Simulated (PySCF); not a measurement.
Compound: C₅H₉O₃ (doublet state).
Atom-mapped SMILES: `[CH3:1][O:2][C:3]1[O:4][CH2:5][O:6][C@H:7]1[CH3:8]` (hydrogens: H9, H10, H11 on C1; H12, H13 on C5; H14 on C7; H15, H16, H17 on C8)

Cartesian coordinates in Å at the GFN2-xTB level; atoms count from 1:
```xyz
17
C5H9O3 angstrom
C      2.6990    0.3075   -0.3769
O      1.5711   -0.5220   -0.5350
C      0.3640    0.0555   -0.2544
O      0.3470    1.0846    0.6805
C     -0.8358    0.9358    1.4224
O     -1.2711   -0.3801    1.2987
C     -0.8074   -0.8550    0.0347
C     -1.8928   -0.7762   -1.0412
H      2.6252    1.1940   -1.0143
H      3.5578   -0.2924   -0.6711
H      2.8012    0.6313    0.6627
H     -1.5909    1.6524    1.0448
H     -0.6286    1.1488    2.4769
H     -0.4882   -1.8959    0.1643
H     -2.2103    0.2534   -1.1855
H     -2.7501   -1.3716   -0.7393
H     -1.4971   -1.1582   -1.9774
```

The hyperfine couplings belong to this conformer and change with its torsions.

Method: UKS B3LYP, pcH-1 on C H O, non-relativistic, mean-field spin-orbit, GIAO (PySCF). Geometry: GFN2-xTB, one conformer, isolated molecule. Couplings are sensitive to structure, and on GFN2-xTB geometries they can be far from those on DFT ones. Stability of the SCF solution: not tested.

Task: Match the computed a_iso(17O) values -59.9, -37.8, -0.7 MHz with the sites O2; O4; O6.

Result: 
```csv
site,a_iso (MHz),ρ(0) (bohr⁻³),position,distance from C3 (Å),spin population,largest |T| (MHz)
O2,-37.8,+0.0623,1 bond from C3,1.37,+0.10,57.6
O4,-59.9,+0.0988,1 bond from C3,1.39,+0.07,44.6
O6,-0.7,+0.0012,2 bonds from C3,2.30,+0.01,4.6
```

ρ(0) is the spin density at the nucleus and T the dipolar tensor; entries for several nuclei are means. The largest Mulliken spin populations are on C3 (+0.78), O2 (+0.10) and O4 (+0.07). No atom but C3 exceeds +0.15. The angles at C3 add up to 343.4°, so it is pyramidal.

Class means assume fast exchange of nuclei equivalent by connectivity; if that motion is slow, each nucleus keeps its own coupling. The three 1H nuclei of mean +7.8 MHz run from -1.7 to 12.7 MHz in the frozen geometry. The three 1H nuclei of mean +1.7 MHz run from -1.1 to 6.2 MHz in the frozen geometry.

Time: 68 s of wall time (grids of density and orbitals included); peak memory 0.97 GiB. Hardware: an Arm Neoverse V2 with one thread, shared host with 96 logical CPUs at a one-minute load of 32.
